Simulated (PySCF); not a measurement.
GeO₂, singlet: computed properties

These are results of PBE0/[Ge def2-TZVP, O def2-TZVP], no relativity, density fitting, PySCF, not measurements.

The structure is a minimum.

Coordinates in bohr (charge 0 multiplicity 1):
```
Ge    0.0000    0.0000    0.0000
O     0.0000    0.0000    3.0486
O     0.0000    0.0000   -3.0486
```

```
Point group                                                                   : D∞h
Bond lengths                                                                  : Ge–O 1.613 Å (×2)
Bond angles                                                                   : O–Ge–O 180.0°
Enthalpy at 298.15 K above 0 K                                                : 11.69 kJ/mol
Principal quadrupole moments (Buckingham, traceless) about the centre of mass : -12.88, 6.44, 6.44 D Å
Highest occupied level                                                        : -9.39 eV
Zero-point energy                                                             : 14.7 kJ/mol
Dipole moment                                                                 : 0.00 D
Lowest empty level                                                            : -3.03 eV
Principal polarisabilities                                                    : 22.6, 22.6, 43.2 bohr³
Heat capacity Cp at 298.15 K                                                  : 47.4 J/(mol K)
Rotational symmetry number                                                    : 2
Rotational constants                                                          : 0.2025 cm⁻¹
Atomisation energy without zero-point energy                                  : 937 kJ/mol
Entropy at 298.15 K and 1 bar                                                 : 244.7 J/(mol K)
```

Harmonic modes (masses in u: Ge 73.921, O 15.995):
```csv
symmetry,ω (cm⁻¹),"IR (km/mol, summed over degenerate members)",type
πu,216,83.1,bend
σg+,921,0.0,stretch
σu+,1101,82.8,stretch
```

In D∞h the vibrations span πu + σg+ + σu+. The σg+ mode carries no infrared intensity, as symmetry demands. With a centre of inversion only u modes can be infrared active and only g modes Raman active.

Charges (e):
```
atom  Mulliken  Löwdin  polar tensor  Mayer order to Ge1
 Ge1      0.87    0.57          1.11                   –
O2,3     -0.43   -0.28         -0.55                2.07
```

Mulliken populations on Ge1: s 7.06, p 13.58, d 10.39, f 0.10.

Counting electrons, germanium keeps none of its valence electrons outside its bonds, so the VSEPR class is AX2 and the expected shape is linear (D∞h), as computed.

The final relaxation and frequency run took roughly 40 core-seconds on a shared host.
